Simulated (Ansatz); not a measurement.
CH$_{7}$AlBGeN at its PBE0-D4/def2-TZVP geometry, where that method's forces vanish. The species carries charge 0 and has multiplicity 1. The bonds changed during the relaxation, so this is another structure than the one it started from.

```xyz
12

B    -0.4783   -0.4996    1.9313
C     0.4685   -0.4701    0.8262
Al   -0.8710    1.1960    0.6268
Ge   -0.2179   -0.3223   -1.0501
N     1.1655    0.0277   -2.2194
H    -1.6621   -0.0477    1.6553
H    -0.3980   -0.7848    3.0838
H     1.5270   -0.6576    0.9851
H    -1.0694    2.6558    1.1949
H    -0.8639   -1.6347   -1.5190
H     1.0772   -0.4677   -3.0955
H     1.3224    1.0048   -2.4192
```

**Question.** What forces (eV/Å) does r2SCAN-D4/def2-TZVPP give on these atoms in Ansatz? (Estimate.)

**Answer.** The calculation gave: 
```
B1  -0.012 -0.009  0.112
C2   0.030 -0.005  0.019
Al3 -0.046 -0.023  0.016
Ge4 -0.136  0.032 -0.074
N5   0.101 -0.056  0.027
H6   0.026  0.020 -0.006
H7  -0.007  0.001 -0.041
H8  -0.003 -0.001 -0.008
H9   0.019 -0.012 -0.006
H10  0.053  0.019  0.021
H11 -0.015  0.014 -0.035
H12 -0.010  0.020 -0.024
```
